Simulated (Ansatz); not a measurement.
Interaction energy ladder

The pair of Cu⁺ (SMILES [Cu+], atom 1) and C2H6 (SMILES CC, atoms 2–9), both closed shells, in one local arrangement (a lower one may exist), relaxed at PBE0-D4/def2-TZVP:

```
atom    x (Å)    y (Å)    z (Å)
 Cu1  -0.5303  -0.3629  -2.3343
  C2   0.2027  -0.4250  -0.2887
  C3  -0.0872   0.5329   0.8573
  H4  -0.7580  -0.9392  -0.5769
  H5   0.7659   0.1340  -1.0890
  H6   0.8698  -1.2470  -0.0257
  H7   0.8434   0.9721   1.2167
  H8  -0.5525  -0.0065   1.6822
  H9  -0.7538   1.3417   0.5581
```

Ansatz 0.2.0; basis: def2-TZVPPD, with def2-QZVPPD for the basis limit; cores frozen in the correlated methods. The 3s and 3p shells of Cu and Zn are frozen; filled d shells are correlated. B3LYP uses VWN-RPA correlation. Extrapolation: Hartree–Fock as exp(−7.88 √X), correlation as X^−2.97. Interaction energies count from these two fragments, frozen as in the pair, with the counterpoise correction; negative means bound.

**Question.** What is the interaction energy by CCSD(T) at an estimated basis limit (MP2 extrapolated from triple and quadruple zeta, plus CCSD(T) − MP2 in triple zeta)? (An estimate is asked for; the value comes from the calculation.)

**Answer.** Computed: -27.14 kcal/mol. Hartree–Fock alone gives -11.80 kcal/mol at the basis limit. It counts from the two fragments frozen as in the pair.

The same quantity by other methods in triple zeta, and each one's difference from that estimate:
```
   method  E_int (kcal/mol)  difference
   PBE-D4            -37.01       -9.86
revPBE-D4            -32.75       -5.61
  BLYP-D4            -34.63       -7.48
r2SCAN-D4            -37.09       -9.95
   B97M-V            -34.87       -7.73
  PBE0-D4            -31.13       -3.99
 B3LYP-D4            -30.75       -3.61
 HSE06-D4            -31.02       -3.88
  wB97X-V            -28.64       -1.50
  wB97M-V            -28.64       -1.49
   B2PLYP            -28.00       -0.85
       HF            -11.70       15.45
      MP2            -25.56        1.59
     CCSD            -22.26        4.88
  CCSD(T)            -24.27        2.87
```
Differences are method less estimate.

Energy to bend the free fragments (PBE0-D4 minima) into their shapes in the pair, CCSD(T)/def2-TZVPPD: C2H6 3.17 kcal/mol. This must be added to the interaction energy to get the binding energy from relaxed fragments.

Basis-set superposition shift (counterpoise-corrected less uncorrected): CCSD(T) 1.97; MP2 1.78; HF 0.45; PBE0-D4 0.51; wB97M-V 0.46 kcal/mol.

No T1 diagnostic of these runs exceeds 0.017.

For scale, one of the runs: CCSD(T)/def2-TZVPPD, 243 basis functions, launched by `ansatz run in.yaml --threads 4 --pin off --events-out ev --progress --plain --max-ram 9574MiB`. Hardware: 4 CPU threads of an INTEL XEON PLATINUM 8581C, shared host. Wall time 42 s; peak host memory 4.7 GiB.
